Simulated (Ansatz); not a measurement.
`SC1N[SiH2]1` and `C1N[SiH2]1` differ in one atom or group.

Ansatz, PBE0-D4/def2-TZVP geometries, multiplicity 1. Each molecule was computed in one conformer, which needn't be the lowest.

```tsv
property	`SC1N[SiH2]1`
ideal-gas entropy at 298 K and 1 bar (rigid rotor, harmonic PBE0-D4/def2-TZVP) / J/(mol·K)	307
size of the dipole moment (ωB97M-V/def2-TZVPP) / D	0.74
HOMO energy (B3LYP/def2-TZVPP) / eV	-6.69
size of the dipole moment (B3LYP/def2-TZVPP) / D	0.73
LUMO energy (PBE0/def2-TZVPP) / eV	-0.42
HOMO energy (PBE0/def2-TZVPP) / eV	-6.93
```

(1) Give the same properties after the change, and the shifts. (Best estimate.)

Answers

(1) The calculation gave: 
```tsv
property	`C1N[SiH2]1`	shift
ideal-gas entropy at 298 K and 1 bar (rigid rotor, harmonic PBE0-D4/def2-TZVP) / J/(mol·K)	268	-39
size of the dipole moment (ωB97M-V/def2-TZVPP) / D	1.26	0.52
HOMO energy (B3LYP/def2-TZVPP) / eV	-6.55	0.14
size of the dipole moment (B3LYP/def2-TZVPP) / D	1.22	0.49
LUMO energy (PBE0/def2-TZVPP) / eV	-0.11	0.31
HOMO energy (PBE0/def2-TZVPP) / eV	-6.79	0.14
```

With PBE0 the HOMO rises by 0.14 eV and the LUMO rises by 0.31 eV, so the gap widens by about 0.17 eV. PBE moves the HOMO by 0.17 eV and ωB97M-V by 0.09 eV. The zero-point energy changes by 0.3 kJ/mol with -3 modes. Dipoles are sizes alone; their direction can turn.

B3LYP here is the variant with VWN-RPA as its local correlation; programs differ in this.
